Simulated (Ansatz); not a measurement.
One change: `CSS[SiH2][SiH3]` becomes `O[SiH2]S[SiH2][SiH3]`.

Ansatz, PBE0-D4/def2-TZVP geometries, multiplicity 1. Each molecule was computed in one conformer, which needn't be the lowest.

```csv
property,`CSS[SiH2][SiH3]`
size of the dipole moment (PBE/def2-TZVPP) / D,1.63
size of the dipole moment (ωB97M-V/def2-TZVPP) / D,1.63
size of the dipole moment (B3LYP/def2-TZVPP) / D,1.64
HOMO energy (ωB97M-V/def2-TZVPP) / eV,-8.93
LUMO energy (PBE0/def2-TZVPP) / eV,-0.84
LUMO energy (ωB97M-V/def2-TZVPP) / eV,1.19
```

Q: Give the same properties after the change, and the shifts. (Best estimate.)

A: The calculation gave: 
| property | `O[SiH2]S[SiH2][SiH3]` | shift |
| --- | --- | --- |
| size of the dipole moment (PBE/def2-TZVPP) / D | 1.59 | -0.04 |
| size of the dipole moment (ωB97M-V/def2-TZVPP) / D | 1.71 | 0.08 |
| size of the dipole moment (B3LYP/def2-TZVPP) / D | 1.69 | 0.05 |
| HOMO energy (ωB97M-V/def2-TZVPP) / eV | -9.46 | -0.53 |
| LUMO energy (PBE0/def2-TZVPP) / eV | -0.53 | 0.31 |
| LUMO energy (ωB97M-V/def2-TZVPP) / eV | 1.23 | 0.04 |

With PBE0 the HOMO falls by 0.61 eV and the LUMO rises by 0.31 eV, so the gap widens by about 0.92 eV. PBE moves the HOMO by -0.64 eV and ωB97M-V by -0.53 eV. Dipoles are sizes alone; their direction can turn.

B3LYP here is the variant with VWN-RPA as its local correlation; programs differ in this.
